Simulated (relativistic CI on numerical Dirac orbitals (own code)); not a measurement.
## Te²⁵⁺: q coefficients and field-shift factors

Computed by Dirac-Coulomb-Breit CI, KLI orbitals optimised for each configuration, derivatives by finite differences, unscaled Slater integrals, QED left out (own radial code, finite nucleus).

Configurations in the expansion (outside the closed core [Ne]): 3s2 3p6 3d9, 3s2 3p5 3d10, 3s 3p6 3d10, 3s2 3p6 3d8 4s, 3s2 3p6 3d8 4p, 3s2 3p6 3d8 4d, 3s2 3p4 3d10 4s, 3s2 3p6 3d8 4f. Levels of other configurations are missing.

With x = (α/α₀)² − 1 an excitation energy changes as ω = ω₀ + qx; K = 2q/ω₀ is the relative enhancement. Terms are leading LS components, so labels can repeat. The field-shift factor is F = δν/δ⟨r²⟩ for the transition from the lowest level.

Lowest level 3s2 3p6 3d9 2D_5/2.

```tsv
Level	ω₀ (cm⁻¹)	q (cm⁻¹)	K	F (GHz/fm²)
3s2 3p6 3d9 2D_3/2	88990	88760	1.99	0.81
3s2 3p5 3d10 2P°_3/2	1945862	122100	0.126	5.54
3s2 3p5 3d10 2P°_1/2	2379615	598000	0.503	-8.54
3s 3p6 3d10 2S_1/2	3478320	688700	0.396	-608
3s2 3p6 3d8 4s 4F_9/2	4367364	-266000	-0.122	204
3s2 3p6 3d8 4s 2F_7/2	4381881	-264400	-0.121	203
3s2 3p6 3d8 4s 2D_5/2	4417380	-265500	-0.12	204
3s2 3p6 3d8 4s 2D_3/2	4421010	-260600	-0.118	203
3s2 3p6 3d8 4s 4F_7/2	4455446	-181000	-0.0813	204
3s2 3p6 3d8 4s 4F_5/2	4457548	-180200	-0.0808	204
3s2 3p6 3d8 4s 4P_1/2	4491573	-239200	-0.107	204
3s2 3p6 3d8 4s 4P_5/2	4497521	-175100	-0.0779	204
3s2 3p6 3d8 4s 4F_3/2	4499135	-173600	-0.0772	204
```

At this charge energies of transitions that change n are usually good to better than 1 %, and those within a shell (Δn = 0) to a few per cent.
